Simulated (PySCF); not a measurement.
PySCF job for Si(F)2(OH)(SeH) (F₂H₂OSeSi), SMILES [Si](O)([SeH])(F)F, PBE/pcSseg-1. The structure is a stationary point at PBE0-D3(BJ)/def2-SVP. The structure was generated by enumeration, and PubChem lists no compound with its InChIKey, so it may never have been made. Other conformers were not sampled.

```python
import numpy as np
from pyscf import gto, scf, dft
from pyscf.prop.nmr import rks as nmr

mol = gto.M(
    atom='''
    O    -1.01171611    1.58247285    0.98064411
    Si   -0.73671393    0.08696519    0.38558220
    F    -1.83900810   -0.33828264   -0.70444137
    F    -0.90531735   -0.89416801    1.64102467
    Se    1.23435029   -0.16058454   -0.66428568
    H    -0.82546281    2.32917754    0.40365980
    H     1.96420572    0.34545724    0.50949989
    ''',
    basis='pcSseg-1',
    charge=0,
    spin=0,
    max_memory=1600,
    verbose=3,
)
mf = dft.RKS(mol, xc='pbe')
mf.grids.level = 3
mf.conv_tol = 1e-10
mf.max_cycle = 100
mf.kernel()
n = nmr.NMR(mf)
n.verbose = 2
n.max_cycle_cphf = 60
sigma = n.kernel()
print('atom   isotropic/ppm   span/ppm')
for i, s in enumerate(sigma):
    w = np.linalg.eigvalsh((s + s.T) / 2)
    print(f'{mol.atom_symbol(i):2s}{i + 1:3d} {w.mean():14.3f} {w[2] - w[0]:11.3f}')
```

Output:

```
converged SCF energy = -2966.31718768773
atom   isotropic/ppm   span/ppm
O   1        234.952     114.988
Si  2        369.197      76.905
F   3        272.284     152.867
F   4        283.221     151.286
Se  5       2101.166     518.973
H   6         28.780      17.888
H   7         30.598      23.740
```

The run converged.
